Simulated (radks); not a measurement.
The numbers below are computed, except where a source is named.
Species: Tl40+. Configuration: [Kr] 4d5. Code: a radial shooting solver on a logarithmic mesh with Libxc functionals. Model: scalar-relativistic Kohn-Sham, LDA (Slater exchange, VWN5 correlation), spin-polarised, spherical densities, finite nucleus; open shells are filled with parallel spins first (spin-orbit coupling, left out, can overturn this in heavy ions); Fermi nuclear charge, rms radius 5.4759 fm.

Normalised radial functions P(r) = r R(r), r in bohr:

r            5s up
0.0007065   0.1103
0.001037    0.1458
0.001523    0.1897
0.002218    0.2397
0.003256    0.2937
0.004781    0.3393
0.007019    0.3547
0.01031     0.3051
0.01501     0.1550
0.02204    -0.1159
0.03235    -0.4256
0.0475     -0.5351
0.06973    -0.1561
0.1016      0.5491
0.1491      0.6577
0.2189     -0.4514
0.3214     -0.9559
0.4718      0.7192
0.6927      1.5453
1.009       0.5144
1.481       0.0302

5s up (empty): eigenvalue -1327.5 eV, 4 radial nodes at r = 0.0190, 0.0761, 0.192, 0.412 bohr, <r> = 0.626 bohr, 90 % of the charge inside 0.869 bohr.
